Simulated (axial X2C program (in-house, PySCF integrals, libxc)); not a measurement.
## Nuclear properties of TcP⁻

Calculated with an axial X2C code built on PySCF integrals: two-component X2C with atomic mean-field Coulomb and Gaunt terms, Gaussian nuclei, basis Tc dyall-acv3z, P dyall-av3z with contracted cores.

R = 2.132 Å (near the PBE0 minimum at charge -1 of the determinant lowest at the starting distance; the state shown can have its own minimum elsewhere).

Determinant lowest in the PBE0 search, Ω = 5/2 (⟨Sz⟩ = 2.49, ⟨Lz⟩ = 0.01 at PBE0), spin on the atoms Tc 2.25, P 0.24:

```
 level  Eeff magnitude (GV/cm)  Ws magnitude Tc (kHz)  A∥/gI Tc (MHz)  qzz Tc (a.u.)  A∥/gI P (MHz)  qzz P (a.u.)
  PBE0                    1.46                  0.436             432          -0.32          -21.4         -0.20
    HF                    5.14                   1.18             160           0.44          -30.4          0.42
r2SCAN                     1.7                  0.493             449          -0.33          -15.4         -0.18
 PBE50                    2.29                  0.619             371           0.01          -23.4         -0.05
 B3LYP                    1.77                  0.498             460          -0.50          -16.9         -0.25
```

Eeff is the effective electric field on the electron electric dipole moment in this Ω state and Ws the scalar–pseudoscalar constant of the nucleus named (defined with the proton number Z and per Ω); A∥ (defined per Ω) follows by multiplying with gI = μI/(I μN); qzz is the electric field gradient, eQq0 = 234.96 MHz × Q/barn × qzz. The operators were transformed with the bare-nucleus X2C matrices; with these basis sets, hyperfine constants and field gradients can be off by tens of per cent, and where levels differ in sign neither size nor sign is settled.

Task: With gI(31P) = 2.2632 (g factors from the IAEA table of nuclear moments by Stone), turn the PBE0 values of the first state into constants in MHz.

Result: A∥(31P) = -21.4 × 2.2632 = -48.4 MHz.

Each state is one determinant with collinear spin, which with several unpaired electrons need not be a pure state. Unrestricted Hartree–Fock can overshoot spin polarisation at the nuclei. For an anion, determinants above electron detachment, or with a positive highest level, are held by the basis set. This is the top spin component of a Σ state; components of lower Ω are not single determinants and can lie lower. With several open shells hyperfine constants can be off by a factor of several. Where Eeff spreads by more than a factor of two the levels disagree and none is to be relied on. At B3LYP a later determinant lies lower. States lie within half an eV, so the first need not be the ground state. Further determinants of the search, some of them spin-mixed, are not shown. Where a field gradient or hyperfine factor spreads by more than a factor of two over the levels, a constant derived from it is not to be relied on.
